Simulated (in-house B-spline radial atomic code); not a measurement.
## Ionising Nb⁸⁺ with different functionals

Computed with a B-spline radial code for spherical atoms: non-relativistic Hamiltonian, point nucleus, spin-polarised at highest spin, spherical fractional occupations for the functionals, and exact exchange of hybrids averaged over the configuration. The ionisation energy is the difference of two self-consistent energies, [Ar] 3d10 4s2 4p3 → [Ar] 3d10 4s2 4p2, without Breit or QED terms; ε is the level of the shell that loses the electron (its least bound occupied spin orbital). There is no spin-orbit coupling in this Hamiltonian.

| method | rung | ΔSCF (eV) | -ε(4p) (eV) |
| --- | --- | --- | --- |
| PBE0 | global hybrid | ? | ? |
| B3LYP | global hybrid | ? | ? |
| TPSSh | global hybrid | 160.10 | 151.74 |
| M06-2X | global hybrid | 159.64 | 155.18 |
| BHandHLYP | global hybrid | 159.87 | 155.31 |
| r2SCAN0 | global hybrid | 160.54 | 153.70 |
| B97-1 | global hybrid | 159.87 | 152.53 |
| HSE06 | range-separated hybrid | 159.89 | 152.54 |
| wB97X | range-separated hybrid | 159.70 | 155.45 |
| CAM-B3LYP | range-separated hybrid | 159.83 | 154.33 |
| LC-wPBE | range-separated hybrid | 159.88 | 155.81 |

(1) What does PBE0 give?

(2) What does B3LYP give?

(3) Among the functionals, which spreads more, the ΔSCF values or the orbital energies?

(4) How do they compare with the NIST value?

Answers

(1) ΔSCF 159.97 eV, and -ε(4p) = 153.03 eV.

(2) ΔSCF 159.88 eV, and -ε(4p) = 152.37 eV.

(3) The orbital energies: ΔSCF values span about 0.91 eV and the orbital energies 4.07 eV; here energy differences depend much less on the functional than eigenvalues do.

(4) NIST lists 159.2 eV ± 0.7 (semi-empirical, ground level to ground level). Errors run from +0.44 to +1.34 eV; all lie within about twice that uncertainty, so the table can't rank the methods.
